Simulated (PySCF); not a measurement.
Below is a simulated gas-phase B 1s photoelectron spectrum of `[BH3-]B(O)O`.

Every computed line was given a Gaussian of 1.0 eV full width at half maximum and an area set by the number of equivalent atoms; the highest printed point is 100. Level of theory: delta-SCF UKS SCAN, pcX-2 on the ionised atom, pcseg-1 elsewhere, spin-free X2C (PySCF).

binding energy (eV), intensity and a bar:
```
    186.0          0 
    186.2          2 #
    186.4          7 ##
    186.6         18 #####
    186.8         38 ###########
    187.0         65 ####################
    187.2         90 ###########################
    187.4        100 ##############################
    187.6         89 ###########################
    187.8         63 ###################
    188.0         36 ###########
    188.2         16 #####
    188.4          6 ##
    188.6          2 #
    188.8          0 
    189.0          0 
    189.2          0 
    189.4          0 
    189.6          0 
    189.8          2 #
    190.0          6 ##
    190.2         16 #####
    190.4         36 ###########
    190.6         63 ###################
    190.8         89 ###########################
    191.0        100 ##############################
    191.2         90 ###########################
    191.4         66 ####################
    191.6         38 ###########
    191.8         18 #####
    192.0          7 ##
    192.2          2 #
    192.4          0
```

**Question.** How many maxima does the curve show, and how many computed lines lie under it?

**Answer.** The curve has 2 maxima (at 187.4 and 191.0 eV). Under it lie 2 lines from 2 inequivalent boron sites.

**Question.** Decompose the envelope and assign each component. Numbering: `[BH3-:1][B:2]([OH:3])[OH:4]`.

**Answer.** 
| position (eV) | relative area | line | atoms | environment |
| --- | --- | --- | --- | --- |
| 187.39 | 1 | B 1s | B1 | four-coordinate boron |
| 191.01 | 1 | B 1s | B2 | three-coordinate boron |

**Question.** What are the centre and the root-mean-square width of the whole band?

**Answer.** The area-weighted mean of the lines is 189.20 eV. Their own spread about it is 1.81 eV (rms) and each Gaussian has σ = 1.0/2.355 = 0.42 eV; the variances add, which gives 1.86 eV.

**Question.** Above which line width would these two lines show one maximum?

**Answer.** Two equal Gaussians merge once their distance is under 2σ = FWHM/1.177. With 3.62 eV between them that is a full width over 4.26 eV.

The listed B 1s values span 3.62 eV, from B1 (bonded to 3 H and B) to B2 (bonded to 2 O and B). Summing the Pauling electronegativity differences to the bonded atoms, each weighted by its formal bond order, gives +0.48 for the lowest site and +2.80 for the highest.

No satellites, vibrations or lifetime broadening are included. The species carries charge -1, so core ionisation leaves a neutral species. The basis sets have no added diffuse functions. One conformer (not necessarily the lowest) at the PBE0-D3(BJ)/def2-SVP geometry, without solvent, vibrations or thermal averaging.

Shape of the structure used: `[BH3-:1][B:2]([OH:3])[OH:4]`: H–O3–B2–B1 -3°, H–O4–B2–B1 3°.
